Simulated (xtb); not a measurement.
C₂H₉ClOSi₂, SMILES C[Si@@H](Cl)[C@@H](O)[SiH3]. All values are semi-empirical tight-binding results from xtb (GFN2-xTB unless named), good for trends rather than for accurate numbers. Coordinates come from a GFN2-xTB optimisation. The structure was generated by enumeration; whether it is a known compound was not checked. The values are those of a single conformer.

Computed properties:
```json
{
  "orbital_gap": "5.12 eV",
  "dipole_moment": "2.82 D",
  "zero_point_energy": "63.1 kcal/mol",
  "G − E(el) at 298.15 K (modified RRHO)": "40.3 kcal/mol",
  "static polarisability (D4 model)": "100.6 bohr³",
  "solvation energy, GFN2-xTB/ALPB(water)": "-3.7 kcal/mol",
  "solvation energy, GFN2-xTB/ALPB(acetone)": "-7.6 kcal/mol"
}
```
